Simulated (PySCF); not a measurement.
## Fractional electron number in I⁺ (iodine, charge +1)

The 5p beta orbital of [Kr] 4d10 5s2 5p4 is emptied in steps (occupation f), with all orbitals relaxed, ending at [Kr] 4d10 5s2 5p3. Computed with PySCF 2.14 in aug-cc-pVTZ-DK3 (8s7p5d2f, 68 functions), with scalar relativity by spin-free X2C-1e. The exact energy is a straight line in f; departures are measured from the line between the end points of the same method.

Q: Among UHF, LDA, PBE, PBE0, r2SCAN, LC-wPBE, BHandHLYP, wB97X, B3LYP, which shows the largest delocalisation error (convex curve), and which is closest to linear?

A: Most convex: LDA (-1.089 eV at f = 0.5); closest to linear: LC-wPBE (-0.065 eV).

| f | UHF (eV) | LDA (eV) | PBE (eV) | PBE0 (eV) | r2SCAN (eV) | LC-wPBE (eV) | BHandHLYP (eV) | wB97X (eV) | B3LYP (eV) |
| --- | --- | --- | --- | --- | --- | --- | --- | --- | --- |
| 1 | 0.000 | 0.000 | 0.000 | 0.000 | 0.000 | 0.000 | 0.000 | 0.000 | 0.000 |
| 0.75 | 0.129 | -0.815 | -0.784 | -0.560 | -0.725 | -0.052 | -0.365 | -0.173 | -0.632 |
| 0.5 | 0.167 | -1.089 | -1.045 | -0.744 | -0.950 | -0.065 | -0.492 | -0.249 | -0.846 |
| 0.25 | 0.122 | -0.817 | -0.783 | -0.556 | -0.691 | -0.045 | -0.374 | -0.206 | -0.637 |
| 0 | 0.000 | 0.000 | 0.000 | 0.000 | 0.000 | 0.000 | 0.000 | 0.000 | 0.000 |

```tsv
method	E(f=0) − E(f=1) (eV)	−ε at f=1 (eV)	−ε at f=0.5 (eV)
UHF	17.661	18.368	17.643
LDA	19.030	14.699	19.023
PBE	18.716	14.536	18.720
PBE0	18.733	15.744	18.743
r2SCAN	18.731	14.824	18.816
LC-wPBE	18.846	18.561	18.862
BHandHLYP	18.749	16.817	18.726
wB97X	18.957	18.092	18.871
B3LYP	18.902	15.543	18.889
```

Reference removal energy between the ground levels: 19.131 eV (measured; NIST Atomic Spectra Database, ionization energies). The calculation has no spin-orbit coupling. UHF lacks correlation.
